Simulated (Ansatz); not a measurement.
Consider the hydrogenolysis of a Ga–N bond: `[NH2][Ga]([OH])[Br]` + H₂ → `[OH][GaH][Br]` + NH₃.

Program: Ansatz. Geometries: PBE0-D4/def2-TZVP. ΔE: electronic, gas phase. CCSD(T)/CBS adds triple-zeta CCSD(T) − MP2 to the extrapolated MP2 energy (def2 sets, frozen cores). This one scheme is used for every species. DFT in def2-TZVPP. For Br, Ga outer-core shells are correlated without core-valence functions, which leaves a few kJ/mol of doubt a bond. Scalar relativity is left out up to krypton. Each species was taken in one conformer, which may not be the lowest.

```csv
species,PBE0-D4 energy (Eh)
`[NH2][Ga]([OH])[Br]`,-4630.27609
H₂,-1.16855
`[OH][GaH][Br]`,-4574.92816
NH₃,-56.51608
```

Work out ΔE.

ΔE = (-4574.92816) + (-56.51608) − (-4630.27609) − (-1.16855) = 0.00040 Eh = +1.1 kJ/mol. CCSD(T)/CBS gives +11.5 kJ/mol.

Largest T1 diagnostic among the species: 0.012.

At CCSD(T), def2-SVP lies −3.5 kJ/mol from the extrapolated value and def2-TZVPP −1.4 kJ/mol. The D4 term adds +7.2 kJ/mol with B3LYP and +3.9 kJ/mol with PBE0; it sums over pairs of atoms, weighted by their polarisabilities, and B3LYP, whose exchange is more repulsive, gets the larger term.

B3LYP here is the variant with VWN-RPA as its local correlation; programs differ in this.
